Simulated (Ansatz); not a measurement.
Ansatz (an electronic-structure program) job for In(H)(Br)(Me) (CH4BrIn), SMILES [InH]([CH3])[Br], PBE0-D3(BJ)/def2-SVP. 

Ansatz 0.2 input:
```yaml
crystal:
  periodic: [false, false, false]
  atoms:
    - {symbol: In, position_ang: [-0.29334440, -0.78677826, -0.03353560]}
    - {symbol: H, position_ang: [-1.58405083, -1.30356720, -1.07211923]}
    - {symbol: Br, position_ang: [0.18912860, 1.62952018, -0.31475968]}
    - {symbol: C, position_ang: [0.96653818, -1.85862535, 1.44695015]}
    - {symbol: H, position_ang: [1.16818887, -1.14427613, 2.24465124]}
    - {symbol: H, position_ang: [1.90150861, -2.14031395, 0.96542181]}
    - {symbol: H, position_ang: [0.46949909, -2.74116188, 1.84017858]}
basis:
  gaussian:
    orbitals: def2-SVP
hamiltonian:
  xc: pbe0
  dispersion: d3bj
relax: {f_tol: 0.002, max_steps: 200}
```

Program output:

```
WARN ansatz: RAYON_NUM_THREADS=1 ignored (pool sized by the plan → 1); use --threads N
Functional definition: PBE0
integrals: 0.04 GiB planned
1071 factors; integrals over basis functions are off by at most 3.2e-4 eV
mean field: 0.42 GiB planned
mean field evaluation 1: about -76299.2924 eV, gradient 4.5e1 eV
mean field evaluation 2: about -76294.7549 eV, gradient 5.6e1 eV
mean field evaluation 4: about -76304.6517 eV, gradient 2.0e0 eV
mean field evaluation 8: about -76304.6739 eV, gradient 8.0e-2 eV
mean field evaluation 16: about -76304.6740 eV, gradient 1.4e-5 eV
mean field -76304.67395251 eV, -2804.1450465889 hartree, gradient 1.4e-5 eV, S^2 0.000000; 0 other end points of the search recorded, 0 dependent functions left out
the calculation of the forces begins
reference -76304.67398535 eV, -2804.1450477958 hartree; 33, 33 occupied and 59, 59 virtual orbitals, 1071 factors
relax step   1: F+E_penalty+E_count = -76304.78889917 eV  Δ(F+E_penalty+E_count) = +0.000e0 eV  max|allowed force component| = 8.443e-1 eV/Å  Δτ_max = 0.0000 Å  (25 SCF iters, accepted)
these checks for a lower state are left out or cut short: starts, cluster_reference, orbital_swaps, neighbouring_geometries, increment
integrals: 0.05 GiB planned
1071 factors; integrals over basis functions are off by at most 3.0e-4 eV
mean field: 0.42 GiB planned
mean field -76304.70089230 eV, -2804.1460366081 hartree, gradient 2.4e-5 eV, S^2 0.000000; 0 other end points of the search recorded, 0 dependent functions left out
the calculation of the forces begins
reference -76304.70092533 eV, -2804.1460378220 hartree; 33, 33 occupied and 59, 59 virtual orbitals, 1071 factors
relax step   2: F+E_penalty+E_count = -76304.81754574 eV  Δ(F+E_penalty+E_count) = -2.865e-2 eV  max|allowed force component| = 3.929e-1 eV/Å  Δτ_max = 0.1096 Å  (26 SCF iters, accepted)
these checks for a lower state are left out or cut short: starts, cluster_reference, orbital_swaps, neighbouring_geometries, increment
integrals: 0.05 GiB planned
1071 factors; integrals over basis functions are off by at most 3.0e-4 eV
mean field: 0.42 GiB planned
mean field -76304.72183177 eV, -2804.1468061196 hartree, gradient 7.1e-5 eV, S^2 0.000000; 0 other end points of the search recorded, 0 dependent functions left out
the calculation of the forces begins
reference -76304.72186476 eV, -2804.1468073319 hartree; 33, 33 occupied and 59, 59 virtual orbitals, 1071 factors
relax step   3: F+E_penalty+E_count = -76304.83807993 eV  Δ(F+E_penalty+E_count) = -2.053e-2 eV  max|allowed force component| = 8.089e-2 eV/Å  Δτ_max = 0.0751 Å  (24 SCF iters, accepted)
these checks for a lower state are left out or cut short: starts, cluster_reference, orbital_swaps, neighbouring_geometries, increment
integrals: 0.05 GiB planned
1071 factors; integrals over basis functions are off by at most 3.0e-4 eV
mean field: 0.42 GiB planned
mean field evaluation 32: about -76304.7224 eV, gradient 4.2e-4 eV
mean field -76304.72241872 eV, -2804.1468276895 hartree, gradient 1.0e-5 eV, S^2 0.000000; 0 other end points of the search recorded, 0 dependent functions left out
the calculation of the forces begins
reference -76304.72245169 eV, -2804.1468289013 hartree; 33, 33 occupied and 59, 59 virtual orbitals, 1071 factors
relax step   4: F+E_penalty+E_count = -76304.83878324 eV  Δ(F+E_penalty+E_count) = -7.033e-4 eV  max|allowed force component| = 4.863e-2 eV/Å  Δτ_max = 0.0125 Å  (22 SCF iters, accepted)
these checks for a lower state are left out or cut short: starts, cluster_reference, orbital_swaps, neighbouring_geometries, increment
integrals: 0.05 GiB planned
1071 factors; integrals over basis functions are off by at most 3.0e-4 eV
mean field: 0.42 GiB planned
mean field -76304.72247618 eV, -2804.1468298011 hartree, gradient 1.7e-5 eV, S^2 0.000000; 0 other end points of the search recorded, 0 dependent functions left out
the calculation of the forces begins
reference -76304.72250916 eV, -2804.1468310129 hartree; 33, 33 occupied and 59, 59 virtual orbitals, 1071 factors
relax step   5: F+E_penalty+E_count = -76304.83895122 eV  Δ(F+E_penalty+E_count) = -1.680e-4 eV  max|allowed force component| = 1.397e-2 eV/Å  Δτ_max = 0.0079 Å  (22 SCF iters, accepted)
these checks for a lower state are left out or cut short: starts, cluster_reference, orbital_swaps, neighbouring_geometries, increment
integrals: 0.05 GiB planned
1071 factors; integrals over basis functions are off by at most 3.0e-4 eV
mean field: 0.42 GiB planned
mean field -76304.72242916 eV, -2804.1468280731 hartree, gradient 9.1e-6 eV, S^2 0.000000; 0 other end points of the search recorded, 0 dependent functions left out
the calculation of the forces begins
reference -76304.72246214 eV, -2804.1468292852 hartree; 33, 33 occupied and 59, 59 virtual orbitals, 1071 factors
relax step   6: F+E_penalty+E_count = -76304.83897421 eV  Δ(F+E_penalty+E_count) = -2.299e-5 eV  max|allowed force component| = 3.479e-3 eV/Å  Δτ_max = 0.0047 Å  (21 SCF iters, accepted)
these checks for a lower state are left out or cut short: starts, cluster_reference, orbital_swaps, neighbouring_geometries, increment
integrals: 0.05 GiB planned
1071 factors; integrals over basis functions are off by at most 3.0e-4 eV
mean field: 0.42 GiB planned
mean field -76304.72243522 eV, -2804.1468282958 hartree, gradient 2.1e-5 eV, S^2 0.000000; 0 other end points of the search recorded, 0 dependent functions left out
the calculation of the forces begins
reference -76304.72246820 eV, -2804.1468295079 hartree; 33, 33 occupied and 59, 59 virtual orbitals, 1071 factors
relax step   7: F+E_penalty+E_count = -76304.83897542 eV  Δ(F+E_penalty+E_count) = -1.215e-6 eV  max|allowed force component| = 2.669e-4 eV/Å  Δτ_max = 0.0002 Å  (18 SCF iters, accepted)
integrals: 0.05 GiB planned
1071 factors; integrals over basis functions are off by at most 3.0e-4 eV
mean field: 0.42 GiB planned
mean field evaluation 64: about -76304.7224 eV, gradient 4.5e-4 eV
mean field -76304.72243522 eV, -2804.1468282958 hartree, gradient 2.1e-5 eV, S^2 0.000000; 1 other end points of the search recorded, 0 dependent functions left out
the calculation of the forces begins
reference -76304.72246820 eV, -2804.1468295079 hartree; 33, 33 occupied and 59, 59 virtual orbitals, 1071 factors
Total energy: -76304.83900840 eV, -2804.1511122813 hartree
Atom 0 at    -0.303603    -0.846249    -0.022975 Å, force     0.000169     0.000267     0.000051 eV/Å
Atom 1 at    -1.578332    -1.325913    -1.071324 Å, force    -0.000193    -0.000158    -0.000131 eV/Å
Atom 2 at     0.237800     1.598814    -0.259540 Å, force    -0.000001    -0.000218     0.000131 eV/Å
Atom 3 at     0.943888    -1.821943     1.425128 Å, force     0.000197     0.000137     0.000119 eV/Å
Atom 4 at     1.171193    -1.116945     2.236323 Å, force     0.000015     0.000157    -0.000047 eV/Å
Atom 5 at     1.887328    -2.112300     0.938725 Å, force     0.000002    -0.000070    -0.000036 eV/Å
Atom 6 at     0.459195    -2.720666     1.830449 Å, force    -0.000189    -0.000116    -0.000087 eV/Å
Dipole moment:    -0.027855    -0.665677     0.169667 e Å
```

The run converged.
